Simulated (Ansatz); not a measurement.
C$_{2}$H$_{6}$InO (`[CH2][In]([CH3])[OH]`) radical. The species carries charge 0 and has multiplicity 2. In takes the def2 core potential. The geometry is a stationary point of PBE0-D4/def2-TZVP. It is one conformer, not always the lowest.

```xyz
10

C     0.173   -2.132    0.232
In    0.135   -0.019    0.204
C    -0.718    1.453   -1.081
O     1.123    0.823    1.728
H     0.683   -2.696    1.009
H    -0.309   -2.753   -0.518
H    -1.807    1.424   -1.016
H    -0.368    2.437   -0.771
H    -0.432    1.275   -2.118
H     1.518    0.190    2.331
```

(1) What is the dipole moment at r2SCAN/def2-TZVPP? (Estimate.)

(2) And with PBE, B3LYP, ωB97M-V? (Estimate.)

(3) Give the Mulliken charges with r2SCAN, ωB97M-V, B3LYP in def2-TZVPP. (An estimate is asked.)

Results:

(1) Computed: 2.18 D, with components (-0.74, -1.70, -1.14) D in this frame, pointing from negative to positive charge.

(2) Ansatz gave: PBE 2.05 D, B3LYP 2.25 D, ωB97M-V 2.30 D.

(3) The calculation gave: 
| atom | r2SCAN | ωB97M-V | B3LYP |
| --- | --- | --- | --- |
| C1 | -0.44 | -0.54 | -0.50 |
| In2 | 0.80 | 0.82 | 0.84 |
| C3 | -0.45 | -0.58 | -0.55 |
| O4 | -0.56 | -0.54 | -0.54 |
| H5 | 0.10 | 0.14 | 0.12 |
| H6 | 0.10 | 0.15 | 0.12 |
| H7 | 0.08 | 0.13 | 0.11 |
| H8 | 0.10 | 0.15 | 0.13 |
| H9 | 0.08 | 0.13 | 0.11 |
| H10 | 0.18 | 0.15 | 0.16 |

B3LYP here is the variant with VWN-RPA as its local correlation; programs differ in this.
